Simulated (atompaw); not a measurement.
An all-electron radial function and its pseudo partner (Zr (Z = 40))

Columns: radius, all-electron u(r) and pseudo u(r) of the 4d shell (level -3.87 eV) of zirconium in the configuration [Ar] 3d10 4s2 4p6 4d2 5s1.75 5p0.25; PBE, scalar-relativistic, PAW (atompaw) scheme, atompaw 4.2.0.5.

| r (bohr) | all-electron | pseudo |
| --- | --- | --- |
| 0.115 | -0.1239 | 0.0004 |
| 0.231 | -0.2846 | 0.0033 |
| 0.346 | -0.2836 | 0.0110 |
| 0.462 | -0.1668 | 0.0253 |
| 0.577 | -0.0058 | 0.0474 |
| 0.692 | 0.1579 | 0.0779 |
| 0.808 | 0.3054 | 0.1171 |
| 0.923 | 0.4267 | 0.1632 |
| 1.038 | 0.5216 | 0.2152 |
| 1.154 | 0.5919 | 0.2715 |
| 1.269 | 0.6396 | 0.3285 |
| 1.385 | 0.6690 | 0.3848 |
| 1.500 | 0.6835 | 0.4367 |
| 1.615 | 0.6866 | 0.4826 |
| 1.731 | 0.6809 | 0.5209 |
| 1.846 | 0.6689 | 0.5496 |
| 1.962 | 0.6522 | 0.5687 |
| 2.077 | 0.6324 | 0.5779 |
| 2.192 | 0.6106 | 0.5780 |
| 2.308 | 0.5874 | 0.5701 |
| 2.423 | 0.5637 | 0.5559 |
| 2.538 | 0.5399 | 0.5373 |
| 2.654 | 0.5161 | 0.5156 |
| 2.769 | 0.4928 | 0.4928 |
| 2.885 | 0.4698 | 0.4698 |
| 3.000 | 0.4476 | 0.4476 |

How many radial nodes do the two functions have?

The all-electron 4d function has n − l − 1 = 1; the pseudo-wave has 0, since the states of the same l below it are removed with the core.

Where does each function peak?

Outermost all-electron maximum near 1.61 bohr, pseudo maximum near 2.19 bohr (to the table’s step).

Is the pseudo-wave norm-conserving?

No, it belongs to a PAW set: the norm inside the radius is not constrained, and the difference is carried by the augmentation charge.
